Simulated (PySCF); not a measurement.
NbO₂ at several levels of theory

All levels use the PBE0 minimum (doublet; Nb–O 1.700 Å (×2); O–Nb–O 104.9°), basis [Nb def2-TZVP with ECP28, O def2-TZVP], scalar-relativistic core potentials, density fitting, no spin–orbit coupling, PySCF. For vertical energies the ionised species is a singlet (spins chosen at PBE0 and kept) and the electron-attached one a singlet. Atomisation goes to high-spin ground-configuration atoms, without zero-point energy. Open shells are unrestricted, also as the reference of the correlated levels. A dash marks a value that was not computed or is not defined at that level.

```csv
level,atomisation (kJ/mol),vertical IP (eV),vertical EA (eV),−ε(HOMO) (eV),dipole (D)
PBE0,?,?,?,?,?
HF,541,7.85,0.83,8.56,6.56
MP2,1513,7.11,1.56,–,–
PBE,1499,7.90,1.48,5.01,4.61
CCSD(T),?,?,?,–,–
r2SCAN,1384,7.98,1.37,5.35,5.07
B3LYP,1370,8.13,1.64,5.83,5.10
TPSSh,1359,7.84,1.43,5.40,5.16
B2PLYP,1430,7.70,1.49,–,–
TPSS,1421,7.79,1.41,5.02,4.92
```

Fill in the row of CCSD(T).

atomisation (kJ/mol) 1368, vertical IP (eV) 7.68, vertical EA (eV) 1.74.

Fill in the row of PBE0.

atomisation (kJ/mol) 1323, vertical IP (eV) 8.01, vertical EA (eV) 1.50, −ε(HOMO) (eV) 6.00, dipole (D) 5.26.

For NbO₂ itself CCSD(T) correlates 25 electrons; T1 = 0.034, D1 = 0.109, (T) = -139 kJ/mol.

Without diffuse functions attachment energies tend to come out too low.

Open d and f shells are described by one determinant, and the ground state may have another occupation or spin.
